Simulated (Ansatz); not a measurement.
Ideal-gas functions of `[OH][Ga]([OH])[Cl]` at 800 K and 1 bar, from an Ansatz frequency run at PBE0-D4/def2-TZVP.

Molar mass 139.19 g/mol, point group Cs (symmetry number 1), electronic degeneracy 1, moments of inertia 82.243, 174.04, 256.283 u Å². Harmonic wavenumbers (cm⁻¹, unscaled): 145, 172, 182, 338, 361, 429, 698, 743, 851, 877, 3888, 3898.

Use S(trans) = R[1.5 ln M + 2.5 ln T − 1.1517]; rotational temperatures θ = 24.2544 K / I; S(rot) = R[ln(√π/σ · √(T³/θAθBθC)) + 1.5]; for each mode x = 1.438777 ν̃/T, S = R[x/(eˣ − 1) − ln(1 − e⁻ˣ)] and H = RT x/(eˣ − 1); 1 cm⁻¹ = 0.0119627 kJ/mol; R = 8.31446 J/(mol·K).

Problem. By hand: the entropy, in J/(mol·K).

Solution. Translation 190.9. Rotation: θ = 0.2949, 0.1394, 0.0946 K, giving 123.7. Vibration, mode by mode: 19.51, 18.10, 17.64, 12.58, 12.05, 10.67, 6.95, 6.50, 5.54, 5.34, 0.06, 0.06, in all 115.0. Electronic 0.0. Sum 429.6 J/(mol·K).

Problem. By hand: H − E and G − E in kJ/mol, counted from the electronic energy.

Solution. Zero-point energy ½ × 12582 × 0.0119627 = 75.3; thermal vibration 43.2; translation, rotation and pV give 4 RT = 26.6. H − E = 145.1 kJ/mol, and G − E = 145.1 − 800 × 429.6/1000 = -198.6 kJ/mol.

Vibration gives 27 % of the entropy, 19.5 J/(mol·K) of it from the mode under 150 cm⁻¹: soft modes count most, and the harmonic formula is weakest for them. The sum counts one conformer and one mirror image; others add a mixing term.
